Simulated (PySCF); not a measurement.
## Ge: ionisation energy

Ge [Ar] 3d10 4s2 4p2 (3P) → Ge⁺ [Ar] 3d10 4s2 4p1 (2P), as a difference of total energies. Calculation: PySCF 2.14, in aug-cc-pVDZ-DK (6s5p3d, 36 functions); scalar relativity by spin-free X2C-1e. Correlated levels: valence: [Ar] 3d10 frozen. The calculations carry no spin-orbit coupling.

```
           method  ionisation energy (eV)
              UHF                   7.413
              PBE                   7.903
           M06-2X                   7.752
    MP2 (valence)                   7.679
SCS-MP2 (valence)                   7.609
   CCSD (valence)                   7.707
CCSD(T) (valence)                   7.719
```

Errors of the correlated levels include the incompleteness of this basis and the frozen core.

Q: Which method comes closest to the reference value, and which is furthest?

A: The reference is 7.925 eV (measured; NIST levels, between the centres of gravity of the two terms). Closest: PBE (error -0.022 eV); furthest: UHF (error -0.512 eV).
